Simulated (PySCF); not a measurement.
Two-component Hartree-Fock for Lu⁵¹⁺ (lutetium, charge +51)

Start: [Ar] 3d2; 3d3/2 filled at m_j = +1/2, +3/2. Calculated with PySCF 2.14 in an uncontracted even-tempered set (15 s from 14 bohr⁻², ratio 2.8; 12 p from 18 bohr⁻², ratio 2.8; 8 d from 18 bohr⁻², ratio 2.8; 3 f from 55 bohr⁻², ratio 3): generalised Hartree-Fock with the X2C-1e Hamiltonian and a Gaussian nucleus; one run each with spin-orbit coupling (SO) switched off, then screened by Boettger's factors.

| spinor shell | electrons | ε, spin-free (eV) | ε, screened SO (eV) | weight of nominal j (screened SO) | rms radius, screened SO (bohr) |
| --- | --- | --- | --- | --- | --- |
| 1s1/2 | 2 | -67046.3 | -67027.0 | 1.000 | 0.0219 |
| 2s1/2 | 2 | -14268.0 | -14260.7 | 1.000 | 0.0877 |
| 2p1/2 | 2 | -12963.1 | -13773.6 | 1.000 | 0.0747 |
| 2p3/2 | 4 | -12963.1 | -12624.1 | 1.000 | 0.0814 |
| 3s1/2 | 2 | -5412.7 | -5410.4 | 1.000 | 0.216 |
| 3p1/2 | 2 | -5009.1 | -5218.6 | 1.000 | 0.206 |
| 3p3/2 | 4 | -5009.1 | -4919.8 | 1.000 | 0.218 |
| 3d3/2 | 2 | -4644.6 | -4677.7 | 0.998 | 0.187 |

```json
{"quantity": "E (hartree)", "spin-free": "-12126.22373", "screened SO": "-12142.91559"}
{"quantity": "M_J", "spin-free": "2", "screened SO": "2"}
{"quantity": "⟨J²⟩", "spin-free": "8.000", "screened SO": "6.013"}
{"quantity": "⟨L²⟩", "spin-free": "12.000", "screened SO": "10.158"}
{"quantity": "⟨S²⟩", "spin-free": "2.000", "screened SO": "1.535"}
```

Each row is a mean over spinors that exchange with the open shell spreads, by up to 31.716 eV (3p1/2).

Breit and QED terms are absent; they matter most for the inner s and p1/2 levels.

Densities and radii are taken from the X2C orbitals without a picture-change correction, which distorts them close to the nucleus.

Without spin-orbit coupling the j labels of p, d and f shells carry no meaning; the spin-free column gives the mean over the occupied spinors of each nl shell, and its ⟨J²⟩ belongs to a mixture of degenerate components.
